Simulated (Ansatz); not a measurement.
Basis-set extrapolation for `[SiH3]O[B]Cl` radical (PBE0-D4/def2-TZVP geometry, frozen core, Ansatz). Multiplicity 2, UHF reference.

|  | def2-TZVPP | def2-QZVPP |
| --- | --- | --- |
| HF | -849.870681 | -849.897818 |
| MP2 correlation | -0.614731 | -0.667562 |
| CCSD(T) correlation | -0.681577 | not run |

Energies in hartree. Use E(X) = E(∞) + A·exp(−7.88·√X) for Hartree–Fock and E(X) = E(∞) + B·X^(−2.97) for correlation, with X = 3 and 4, and add CCSD(T) minus MP2 of the smaller set to the MP2 limit.

**Question.** What is the CCSD(T) energy at the basis-set limit?

**Answer.** HF limit: -849.897818 + (-0.027137) × 0.13774 = -849.90156. MP2 limit: -0.667562 + (-0.052831) × 0.74074 = -0.70670. Higher-order term: -0.681577 − (-0.614731) = -0.06685. Total: -850.67511 hartree, 3.34 eV below CCSD(T)/def2-TZVPP.
